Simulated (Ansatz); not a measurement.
PBE exchange is replaced step by step with exact exchange (0 % is PBE, 25 % PBE0; no dispersion term), basis def2-SVP, Ansatz. System: `FC(F)(F)Oc1ccc(Oc2ccc(Oc3ccc(C(F)(F)F)cc3)cc2)cc1`. Total charge 0; singlet. Geometry: PBE-D4/def2-SVP.

Geometry of the singlet:

```xyz
41

F     5.841    4.217   -3.285
C     4.955    4.416   -4.290
F     4.769    3.222   -4.900
F     5.494    5.263   -5.168
O     3.791    4.965   -3.857
C     2.967    4.303   -2.946
C     1.767    4.969   -2.653
C     0.854    4.401   -1.759
C     1.143    3.167   -1.152
O     0.232    2.692   -0.235
C     0.074    1.335   -0.054
C    -0.047    0.867    1.266
C    -0.278   -0.492    1.509
C    -0.390   -1.383    0.427
O    -0.535   -2.745    0.617
C    -1.503   -3.233    1.457
C    -2.693   -2.539    1.750
C    -3.647   -3.133    2.585
C    -3.428   -4.410    3.128
C    -4.473   -5.066    3.992
F    -5.302   -4.158    4.563
F    -5.254   -5.919    3.279
F    -3.912   -5.795    4.990
C    -2.240   -5.100    2.822
C    -1.280   -4.517    1.991
C    -0.270   -0.917   -0.892
C    -0.037    0.442   -1.136
C     2.352    2.509   -1.440
C     3.267    3.073   -2.340
H     1.561    5.931   -3.141
H    -0.092    4.905   -1.517
H     0.050    1.584    2.093
H    -0.361   -0.867    2.540
H    -2.870   -1.542    1.324
H    -4.576   -2.594    2.821
H    -2.061   -6.097    3.251
H    -0.341   -5.034    1.746
H    -0.367   -1.634   -1.720
H     0.048    0.815   -2.167
H     2.588    1.552   -0.954
H     4.207    2.547   -2.548
```

Single mean-field runs in def2-SVP are fitted with def2-universal-jkfit.

```csv
exact exchange (%),HOMO (eV),LUMO (eV),gap (eV)
0,-5.42,-1.90,3.52
5,-5.64,-1.74,3.90
15,-6.08,-1.42,4.66
25,-6.52,-1.11,5.42
35,-6.97,-0.79,6.18
50,-7.63,-0.31,7.32
```

Estimate the row for 10 %.


```
exact exchange (%)  HOMO (eV)  LUMO (eV)  gap (eV)
                10      -5.86      -1.58      4.28
```
